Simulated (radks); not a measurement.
The scandium ion Sc+, 20 electrons, occupied as [Ar] 4s2 (not the ground configuration).

Calculated with a radial shooting solver on a logarithmic mesh with Libxc functionals: scalar-relativistic Kohn-Sham, PBE, spin-polarised, spherical densities, finite nucleus; Fermi nuclear charge, rms radius 3.5459 fm.

Energy parts (eV):
part                      energy
total                 -20782.613
kinetic                20941.390
electron-nucleus      -49127.708
Hartree                 8451.154
exchange-correlation   -1047.448

Orbitals (lengths in bohr, moments of r in powers of bohr; r(max) is where P^2 peaks):
orbital  occ.  eigenvalue (eV)   r(max)
1s          2        -4410.041  0.04780
2s          2        -487.9954   0.2836
2p          6        -401.8506   0.2324
3s          2         -67.5404   0.9219
3p          6         -45.8370   0.9594
4s          2         -11.3045    2.786

The highest occupied level is 4s at -11.305 eV. The electron density at the nucleus is 7303 e/bohr^3 (large components only). The density falls to 0.001 e/bohr^3 at r = 4.55 bohr.
